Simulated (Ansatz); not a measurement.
The same path of F$_{3}$HSi (5 atoms, charge 0, multiplicity 1) was run 3 times with different band settings. Lost on the way: Si1–H2, Si1–F3. Made: H2–F3.

Method: RKS PBE0/def2-SVP in Ansatz.

Relaxed end points:

```xyz
5
Properties=species:S:1:pos:R:3
Si 0.222 0.000 0.208
H 0.167 0.000 1.672
F 1.736 0.000 -0.305
F -0.502 1.293 -0.390
F -0.502 -1.293 -0.390
```

```xyz
5
Properties=species:S:1:pos:R:3
Si -0.857 0.000 0.145
H 1.565 0.000 1.637
F 1.469 0.000 0.715
F -0.528 1.249 -0.852
F -0.528 -1.249 -0.852
```

Common settings: spring 5.0 eV/Å²; start path through a guess of the saddle point; force threshold 0.03 eV/Å; iteration limit 60; end points relaxed.

| run | movable images | climbing image | optimiser |
| --- | --- | --- | --- |
| 1 | 5 | yes | quadratic models (default) |
| 2 | 5 | from the first iteration | lbfgs |
| 3 | 1 | yes | quadratic models (default) |

(1) What does each run give, and how far can it be trusted?

Results:

(1) Run 1: converged after 8 iterations, highest image 3.589 eV above the first end. Neighbouring images differ by up to 1.7 eV, so the band resolves the path poorly. A vibrational analysis at the climbing image gives one clearly imaginary mode, 1302i cm⁻¹: a first-order saddle point.
Run 2: converged after 31 iterations, highest image 3.589 eV above the first end. Neighbouring images differ by up to 1.5 eV, so the band resolves the path poorly. Another band between the same ends (5 images) ends at a top of the same energy, where a vibrational analysis finds 1 clearly imaginary mode.
Run 3: converged after 9 iterations, highest image 3.589 eV above the first end. Neighbouring images differ by up to 3.6 eV, so the band resolves the path poorly. Another band between the same ends (5 images) ends at a top of the same energy, where a vibrational analysis finds 1 clearly imaginary mode. So few images can step over the top or miss a turn of the path.
The orbitals stay closed-shell, which can raise the energy where a bond breaks towards radicals; this wasn't checked here.
